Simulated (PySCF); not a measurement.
## Working with the constants of NdN

r²SCAN constants of NdN, quartet, about 3.4 electrons in the 4f shell (Mulliken), real f orbitals that mix terms (Nd x2c-TZVPall, N x2c-TZVPall; spin-free X2C with a Gaussian nucleus (PySCF 2.14); masses 141.9077 and 14.0031 u):

- ωe: 895.7 cm⁻¹
- ωexe: 3.88 cm⁻¹
- Be: 0.43438 cm⁻¹
- αe: 0.00236 cm⁻¹
- D (centrifugal): 4.09e-07 cm⁻¹
- De to Nd (4f4 6s2) + N: 4.66 eV

(1) Give the vibrational terms G(v) and spacings up to v = 6.

(2) How well does the Morse estimate ωe²/(4ωexe) reproduce De, and what is D0?

These are scalar-relativistic numbers at best; spin–orbit coupling would shift them, the dissociation energy most. With d or f electrons several states lie close, and the lowest PBE0 determinant need not be the measured ground state.

Answers

(1) G(v) = ωe(v+½) − ωexe(v+½)².

```json
{"v": "0", "G(v) (cm⁻¹)": "447", "G(v) − G(v−1)": "", "Bv (cm⁻¹)": "0.4332"}
{"v": "1", "G(v) (cm⁻¹)": "1335", "G(v) − G(v−1)": "888", "Bv (cm⁻¹)": "0.4308"}
{"v": "2", "G(v) (cm⁻¹)": "2215", "G(v) − G(v−1)": "880", "Bv (cm⁻¹)": "0.4285"}
{"v": "3", "G(v) (cm⁻¹)": "3087", "G(v) − G(v−1)": "872", "Bv (cm⁻¹)": "0.4261"}
{"v": "4", "G(v) (cm⁻¹)": "3952", "G(v) − G(v−1)": "865", "Bv (cm⁻¹)": "0.4238"}
{"v": "5", "G(v) (cm⁻¹)": "4809", "G(v) − G(v−1)": "857", "Bv (cm⁻¹)": "0.4214"}
{"v": "6", "G(v) (cm⁻¹)": "5658", "G(v) − G(v−1)": "849", "Bv (cm⁻¹)": "0.4190"}
```

(2) It gives 6.41 eV, 138 % of the computed De. D0 = De − G(0) = 4.66 − 0.06 = 4.60 eV.
